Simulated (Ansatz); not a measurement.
Geometry optimisation, Ansatz 0.2.0, RKS B3LYP-D4/def2-SVP.

Input file:

```yaml
crystal:
  periodic: [false, false, false]
  atoms:
    - { symbol: O, position_ang: [0.6591, -1.5063, -0.711] }
    - { symbol: C, position_ang: [0.7524, -0.3761, -0.192] }
    - { symbol: B, position_ang: [-0.5209, 0.4725, 0.2214] }
    - { symbol: Br, position_ang: [-2.2718, -0.1971, -0.0818] }
    - { symbol: H, position_ang: [1.7563, 0.0041, -0.0307] }
    - { symbol: H, position_ang: [-0.333, 1.5389, 0.7479] }
basis:
  gaussian: { orbitals: def2-SVP }
hamiltonian:
  xc: b3lyp
  dispersion: d4
relax:
  f_tol: 0.015
  max_steps: 40
```

Run as:

```bash
$ ansatz run input.yaml --threads 1 --pin off --max-ram 2048MiB --backend cpu --events-out ev --progress --plain --runs-dir out
```

Problem. Where does it end, and by what steps?

Solution. The forces met the threshold. After 32 steps the energy has fallen by 0.166 eV; H5 moved furthest, 1.20 Å.

```
step  energy less start (eV)  largest force component (eV/Å)  accepted
   0                  0.0000                           2.921       yes
   2                 -0.0309                           0.971        no
   4                 -0.0870                           0.093       yes
   6                 -0.0876                           0.029       yes
   8                 -0.0880                           0.059       yes
  10                 -0.0888                           0.115       yes
  12                 -0.0904                           0.102       yes
  14                 -0.0927                           0.402       yes
  16                 -0.0979                           0.505       yes
  18                 -0.1178                           0.389       yes
  20                 -0.1129                           1.511        no
  22                 -0.1374                           0.449       yes
  24                 -0.1497                           0.250       yes
  26                 -0.1628                           0.124       yes
  28                 -0.1604                           0.556        no
  30                 -0.1656                           0.087       yes
  32                 -0.1660                           0.010       yes
```

```xyz
6
Properties=species:S:1:pos:R:3
O 1.051 -1.396 0.315
C 0.764 -0.356 -0.246
B -0.499 0.403 0.329
Br -2.089 0.407 -0.720
H 1.337 -0.012 -1.150
H -0.521 0.890 1.425
```

The run took 120 s on 1 thread of Arm Neoverse V1, on a shared host, peak memory 0.17 GiB.
